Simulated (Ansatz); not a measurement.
# Ligand exchange: Si(CH3)2(OH)(SiH3) + NaOH → Si(CH3)(OH)2(SiH3) + CH3Na

Species: Si(CH3)2(OH)(SiH3), singlet; NaOH `[OH][Na]`, singlet; Si(CH3)(OH)2(SiH3), singlet; CH3Na `[CH3][Na]`, singlet. The partners trade CH3 for OH: Si–CH3 and Na–OH bonds give way to Si–OH and Na–CH3.

Shapes, held fixed at every level: PBE0-D4/def2-TZVP. Flexible molecules stand in one conformer, not always the lowest. Programs: Ansatz 0.2.0. Electronic energies: no zero-point or thermal term.

```tsv
level	kind	ΔE (kJ/mol)	less CCSD(T)/def2-TZVPP
HF/def2-TZVPP	Hartree–Fock	+18.1	-2.3
r2SCAN-D4/def2-TZVPP	meta-GGA	+27.4	+7.0
B3LYP-D4/def2-TZVPP	global hybrid	+15.7	-4.7
PBE0-D4/def2-TZVPP	global hybrid	+21.8	+1.4
wB97M-V/def2-TZVPP	range-separated hybrid	+19.0	-1.4
MP2/def2-TZVPP	perturbation theory	+26.4	+6.0
CCSD(T)/def2-TZVPP	coupled cluster or CI	+20.4	0.0
```

The highest level, CCSD(T)/def2-TZVPP, gives ΔE = +20.4 kJ/mol; the levels span +15.7 to +27.4. The column of differences is taken from that level and isn't an error. No measured value is set beside it here. Outer-core shells of Na are correlated in most correlated rows, in sets that cover them unevenly.
